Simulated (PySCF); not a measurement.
# Computed properties of H2Te2, SMILES [TeH][TeH]

H₂Te₂, SMILES [TeH][TeH]. Geometry optimised at B3LYP-D3(BJ)/def2-TZVP. The def2 effective core potentials stand for the cores of Te; spin–orbit coupling is left out. Other conformers were not sampled. All values are computed for the isolated molecule unless a solvent is named; none is compared with measurement here.

**Structure.** The optimised structure has C2 symmetry. All 6 harmonic modes at B3LYP-D3(BJ)/def2-TZVP (PySCF) are real, so it is a minimum.

**Vibrations.** The strongest infrared lines (harmonic, unscaled, degenerate partners summed) lie at 2088 cm⁻¹ (53 km/mol, H 99 %), 2086 cm⁻¹ (39 km/mol, H 99 %), 592 cm⁻¹ (30 km/mol, H 99 %). The softest mode is at 193 cm⁻¹ and the zero-point energy is 8.4 kcal/mol.

**Electronic structure.** HF/def2-TZVPD (PySCF) places the frontier levels at -8.94 and 0.38 eV, a gap of 9.32 eV, and gives a dipole moment of 0.37 D and a mean polarisability of 86.7 bohr³. PBE/def2-TZVPD (PySCF) at the same geometry gives -5.65 and -2.99 eV, so its gap is 6.66 eV narrower. An orbital gap is neither the optical nor the fundamental gap.

**Excitations.** TDDFT-CAM-B3LYP/def2-SVPD (PySCF) has S1 at 3.06 eV (405 nm, f = 0.005, weak); the most intense of the 10 singlets computed lies at 6.01 eV (f = 0.47). T1 (TDA) is at 2.55 eV. TDDFT-PBE/def2-SVPD (PySCF) puts S1 at 2.82 eV.
